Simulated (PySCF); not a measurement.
**Stretching SmC**

Set-up: Sm x2c-SVPall, C x2c-SVPall; spin-free X2C with a Gaussian nucleus (PySCF 2.14). Energies in eV from Sm (4f6 6s2) + C in their ground configurations at the same level. All curves are PBE0. state 1: 2S+1 = 11, about 6.0 electrons in the 4f shell (Mulliken), real f orbitals that mix terms; state 2: Ms = 2 determinant of mixed spin, about 6.0 electrons in the 4f shell (Mulliken), real f orbitals that mix terms, a second solution, started from another occupation; state 3: nonet, about 5.9 electrons in the 4f shell (Mulliken), real f orbitals that mix terms, a second solution, started from another occupation.

```json
{"R (Å)": "2.042", "state 1": "-2.083", "state 2": "-2.144", "state 3": "-2.219"}
{"R (Å)": "2.137", "state 1": "-2.452", "state 2": "-2.401", "state 3": "-2.217"}
{"R (Å)": "2.232", "state 1": "-2.660", "state 2": "-2.567", "state 3": "-2.098"}
{"R (Å)": "2.303", "state 1": "-2.735", "state 2": "-2.637", "state 3": "-1.954"}
{"R (Å)": "2.374", "state 1": "-2.755", "state 2": "-2.665", "state 3": "-1.776"}
{"R (Å)": "2.445", "state 1": "-2.733", "state 2": "-2.657", "state 3": "-1.575"}
{"R (Å)": "2.540", "state 1": "-2.653", "state 2": "-2.601", "state 3": "-1.285"}
{"R (Å)": "2.659", "state 1": "-2.497", "state 2": "-2.477", "state 3": "-0.912"}
{"R (Å)": "2.801", "state 1": "-2.260", "state 2": "-2.278", "state 3": "-0.496"}
{"R (Å)": "2.991", "state 1": "-1.907", "state 2": "-1.974", "state 3": "-0.048"}
```

Put a parabola through the three lowest points of the state 1 curve and estimate Re, k and ωe (reduced mass 11.12 u; 1 eV/Å² = 0.16022 mdyn/Å; ωe = 1302.8·√(k/μ) cm⁻¹).

Through R = 2.303, 2.374, 2.445 Å the second-order coefficient is 4.17 eV/Å², so Re ≈ 2.372 Å, k ≈ 1.33 mdyn/Å and ωe ≈ 451 cm⁻¹. A polynomial fit of higher order to the unrounded PBE0 energies gives Re = 2.370 Å, k = 1.37 mdyn/Å, ωe = 457 cm⁻¹; anharmonicity and rounding make the difference.

The higher-order fit for each curve: state 1: Re = 2.370 Å, ωe = 457 cm⁻¹, De = 2.76 eV; state 2: Re = 2.393 Å, ωe = 407 cm⁻¹, minimum 2.67 eV below the ground-state fragments. State 3 gave no clean fit.

⟨S²⟩ of the unrestricted solution departs from its pure value on part of the curve, where spin states mix. Spin–orbit coupling is left out, which matters for elements this heavy, above all for dissociation energies. The state is the lowest single determinant that the PBE0 search found; with open d or f shells the true ground state can be another one.
